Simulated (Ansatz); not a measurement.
Species: I₃In, SMILES `[I][In]([I])[I]` (charge 0, multiplicity 1).

Task: Give a relaxed geometry from PBE0-D3(BJ)/def2-SVP (Ansatz, an electronic-structure program).

Result: the end point of this relaxation (outside a Z-matrix the atoms follow the SMILES, hydrogens last).
Z-matrix (Å, degrees):
```
In
I 1 2.6551
I 1 2.6551 2 120.00
I 1 2.6551 2 120.00 3 -180.00
```
